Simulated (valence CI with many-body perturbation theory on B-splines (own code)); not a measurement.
Values are calculated unless marked as measured or tabulated.
Pt³⁷⁺ in three bases

Level of theory: relativistic CI+MBPT: five valence electrons over a frozen Dirac-Fock core [Kr], radial functions for each j: 7 s, 7 p, 8 d, 6 f, 4 g, 1 h, with the one-electron correlation potential Σ1, the two-electron term Σ2, the three-electron term Σ3, Breit, model QED; selected CI, second order for the rest, scaled by the run's own slope (own B-spline code, finite nucleus).

The last digits are not significant, and no measured levels were compared; by estimate large intervals hold to a few tenths of a per cent, small ones and those within an open d or f shell to about a per cent. Among the levels kept, up to 390 cm⁻¹ of a level comes from second order outside the variational space, and about a tenth of that is noise between levels of different J, which matters for small intervals. Only levels of the ground parity were solved; by the run's estimate the other parity begins above the list, which can be wrong where configurations are misplaced.

The reference run has the lowest level (4d3/2^4 4d5/2) J=5/2 and an ionisation energy of 1681.20 eV. Its largest variational space holds 20000 state functions.

Levels are named by their leading jj configuration (3d3/2^4 stands for four electrons in 3d with j = 3/2), which in mixed levels can hold well under half, so a name can repeat and another be missing. Letters in brackets count levels of one name in rising energy.

Changed runs:
A. basis 6 s, 6 p, 5 d, 5 f, 1 g
B. basis 5 s, 5 p, 4 d, 4 f

Excitation energies of the reference run in cm⁻¹, and shifts in cm⁻¹:

```
                      Level  Reference      A      B
(4d3/2^3 4d5/2^2) J=5/2 [a]     146149   -255   -591
(4d3/2^3 4d5/2^2) J=7/2 [a]     186229    -88   +275
(4d3/2^3 4d5/2^2) J=3/2 [a]     190875    -66   +248
   (4d3/2^3 4d5/2^2) J=11/2     194672   -4.3   +269
    (4d3/2^3 4d5/2^2) J=9/2     208746    -46   +608
(4d3/2^3 4d5/2^2) J=5/2 [b]     218709    -31   +862
    (4d3/2^3 4d5/2^2) J=1/2     227703    -22   +830
(4d3/2^3 4d5/2^2) J=7/2 [b]     234153    +49  +1102
(4d3/2^3 4d5/2^2) J=3/2 [b]     285645   +153  +1401
(4d3/2^2 4d5/2^3) J=5/2 [a]     330472   -235   -364
(4d3/2^2 4d5/2^3) J=7/2 [a]     357740   -217   +131
   (4d3/2^2 4d5/2^3) J=11/2     363267   -125    +78
     Ionisation energy (eV)    1681.20  -0.08  -0.20
```
